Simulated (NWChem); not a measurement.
System: C2H2F, doublet; SMILES [C](=C)F

Computed with NWChem. Spin-unrestricted. In the optimisation the excess spin sits in a' (Cs, its own frame). No stability test was run on the SCF state. Level B3LYP/def2-SVP: optimisations from one semi-empirical or force-field start; each run changes one setting, and all end within 0.3 mHa of each other.

```json
[
 {"setting": "redundant internal coordinates, default thresholds", "optimisation steps": "4"},
 {"setting": "tight thresholds", "optimisation steps": "8"},
 {"setting": "no line search", "optimisation steps": "4"},
 {"setting": "symmetry off", "optimisation steps": "4"}
]
```
